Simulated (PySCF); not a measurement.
C₅H₃F₃.
Structure used (PBE0-D3(BJ)/def2-SVP), in Å, numbered top down from 1:
```
atom  x, y, z in Å
F1    -1.832   -0.406    1.344
C2    -0.540   -0.548    1.016
C3    -0.181   -0.645   -0.444
C4    -0.694    0.731   -0.780
F5    -0.207    1.342   -1.868
C6     0.185    0.641    0.441
C7     1.241   -0.190   -0.241
F8     2.046   -0.943    0.520
H9     0.005   -1.184    1.717
H10   -1.757    0.928   -0.625
H11    1.760    0.251   -1.095
```

The calculation used PySCF, PBE0-D3(BJ)/def2-SVP geometry optimisation, gas phase.

Take the most abundant isotopes and a rigid rotor. 

(1) Give the principal moments of inertia and the rotational constants in MHz.

(2) What kind of rotor is it?

(3) Is it planar, by Δ = Ic − Ia − Ib?

Results:

(1) Ia = 203.22, Ib = 203.48, Ic = 375.86 u·Å²; 505379 MHz·u·Å²/I gives A = 2487, B = 2484, C = 1345 MHz.

(2) An oblate symmetric top, as the point group C3h requires two equal moments; the computed ones differ by 0.13 % because the geometry is symmetric only within the optimiser's tolerance: κ = (2 × 2484 − 2487 − 1345)/(2487 − 1345) = 0.99.

(3) Not planar: Δ = Ic − Ia − Ib = -30.84 u·Å². For a rigid frame Δ = −2 Σ m c², so Σ m c² = 15.42 u·Å² lies off the ab plane: 0.00 from hydrogen and 15.42 from heavier atoms. The atom farthest from that plane is 0.80 Å away.

The point group C3h allows no dipole (computed: 0.00 D), so a rigid rotor has no electric-dipole lines.

**Question.** Estimate the classical rotational partition function at 50 K, 200 K and 500 K.

**Answer.** Point group C3h, symmetry number σ = 3; q = (√π/σ)·√((kT/h)³/(ABC)), k/h = 20836.6 MHz/K: 6890 at 50 K, 55200 at 200 K, 218000 at 500 K.

Not checked by PBE0-D3(BJ)/def2-SVP frequencies. Zero-point vibration and centrifugal distortion are left out.

The run took 47 s on Arm Neoverse V1, one thread, shared host, and the process peaked at 0.50 GiB of memory. This is the geometry optimisation.
